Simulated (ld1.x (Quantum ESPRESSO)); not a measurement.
Tl (Z = 81) TM semilocal: all-electron and pseudo phase curves

ld1.x (Quantum ESPRESSO) 7.5 input, shortened:

```
&input
   title='Tl', zed=81., rel=1, dft='PBE', iswitch=3,
   config='[Xe] 4f14 5d10 5f-2 6s1.5 6p0'
 /
 &inputp
   pseudotype=1, tm=.true., lloc=1,
   nlcc=.false.
 /
4
5S  1  0   2.00   0.00  1.40  1.40  0.0
5D  3  2  10.00   0.00  1.55  1.55  0.0
5F  4  3  -2.00   0.10  1.30  1.30  0.0
5P  2  1   6.00   0.00  1.20  1.20  0.0
 &test
   configts(1)='5s2 5p6 5d10 6s1.5 6p0'
 /
```

Occupied shells without a wave of their own: 6s. They enter only through the test configuration that unscreens the potential.

The phase is arctan(r·u′/u) with u = r·R(r), unwrapped; energies in Ry, scanned from -13 to 5 Ry. A pole is an energy at which the radial function vanishes at the test radius. The pseudo phase is shifted by a multiple of π to meet the all-electron one at the reference energy, and phase errors are pseudo minus all-electron; the curves can meet again beyond the range given. Levels narrower than the energy grid can be missing from the lists of poles. n/a: not evaluated, since a narrow level or a reset projector energy made the automatic matching unsafe.

**Question.** For each channel, where are the poles, and over which energies does the pseudopotential scatter like the atom?

**Answer.**

| channel | radius (bohr) | reference energy (Ry) | poles, all-electron | poles, pseudo | unbroken range about the reference energy with phases within 0.05 rad | phase error 1 Ry above the reference energy (rad) |
| --- | --- | --- | --- | --- | --- | --- |
| s | 1.71 | -10.54 | -10.26 | -10.26, 3.19 | below -4.4 | -0.003 |
| p | 1.71 | -6.51 | -5.80 | -5.80 | below 1.0 | -0.001 |
| d | 1.71 | -2.05 | -0.04 | -0.06 | the whole range | -0.001 |
| f | 1.71 | 0.10 | none | none | n/a | n/a |

The potential misses its own reference levels by up to 4.4 eV, so it is not fit for use.

Phases in the f channel:

```
E (Ry)  all-electron  pseudo
-13.00         1.411  -1.730
-12.52         1.408  -1.733
-12.04         1.404  -1.736
-11.56         1.401  -1.740
-11.08         1.397  -1.743
-10.60         1.392  -1.747
-10.12         1.386  -1.750
 -9.64         1.375  -1.755
 -9.16        -1.730  -1.759
 -8.68        -1.757  -1.764
 -8.20        -1.765  -1.769
 -7.72        -1.772  -1.775
 -7.24        -1.778  -1.781
 -6.76        -1.786  -1.788
 -6.28        -1.793  -1.795
 -5.80        -1.802  -1.803
 -5.32        -1.811  -1.812
 -4.84        -1.821  -1.823
 -4.36        -1.833  -1.834
 -3.88        -1.846  -1.847
 -3.40        -1.861  -1.863
 -2.92        -1.879  -1.881
 -2.44        -1.901  -1.902
 -1.96        -1.927  -1.928
 -1.48        -1.959  -1.960
 -1.00        -2.000  -2.001
 -0.52        -2.055  -2.055
 -0.04        -2.131  -2.131
  0.44        -2.243  -2.243
  0.92        -2.417  -2.419
  1.40        -2.705  -2.713
  1.88        -3.154  -3.176
  2.36        -3.659  -3.694
  2.84        -4.031  -4.067
  3.32        -4.259  -4.293
  3.80        -4.401  -4.432
  4.28        -4.495  -4.526
  4.76        -4.562  -4.594
```
